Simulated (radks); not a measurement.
Results of a calculation; reference values are marked as such.
Coulomb parameter of the 4f shell of the erbium ion Er3+ in the model configuration [Xe] 4f10 6p1, as a second difference U = [E(n + 0.5) + E(n - 0.5) - 2 E(n)] / (0.5)^2 with all orbitals relaxed. "Bare": the charge of the atom changes with n. "Screened": the 6p shell takes up the change at fixed total charge, which measures U(4f,4f) + U(6p,6p) - 2 U(4f,6p). Code: a radial shooting solver on a logarithmic mesh with Libxc functionals. Model: scalar-relativistic Kohn-Sham, PBE, spin-unpolarised, spherical densities, point nucleus.

case               configuration  E - E(n) (eV)
start              [Xe] 4f10 6p1          0.000
bare +0.5        [Xe] 4f10.5 6p1        -21.167
bare -0.5         [Xe] 4f9.5 6p1         26.396
screened +0.5  [Xe] 4f10.5 6p0.5        -12.216
screened -0.5   [Xe] 4f9.5 6p1.5         14.752

U(bare) = 20.917 eV, U(screened by 6p) = 10.144 eV, against the Slater integral F0(4f,4f) = 34.582 eV with frozen orbitals.
